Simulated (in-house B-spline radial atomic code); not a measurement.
Checks on a self-consistent run for N⁴⁺, [He] 3s1. Method: non-relativistic Hartree-Fock, spin-polarised, averaged over the determinants with the given up and down occupations, point nucleus. Calculated with a B-spline radial code for spherical atoms.

```csv
orbital,q,ε (Eh),<1/r>,<r²>
1s up,1,-19.77877,6.68906,0.0688682
1s down,1,-19.75086,6.68199,0.0690331
3s up,1,-1.51729,0.588004,6.96684
```

Electron-electron repulsion V_ee = 5.2065 hartree, kinetic energy T = 46.2534 hartree.

What total energy follows from the eigenvalues?

The eigenvalues count the repulsion twice, so E = Σqε - V_ee = -41.047 - 5.207 = -46.253 hartree; the run printed -46.253.

What is the virial ratio?

-V/T = (T - E)/T = 2.000000; at the Hartree-Fock limit it is 2.

What diamagnetic shielding (Lamb formula) and susceptibility (Langevin formula) do the radii give?

σ = (α²/3)Σq<1/r> = 13.9591/(3·137.036²) = 247.78 ppm, and χ = -0.79199×10⁻⁶·Σq<r²> = -5.627×10⁻⁶ cm³/mol with Σq<r²> = 7.1047 bohr². Both are non-relativistic formulas without the paramagnetism of open shells.
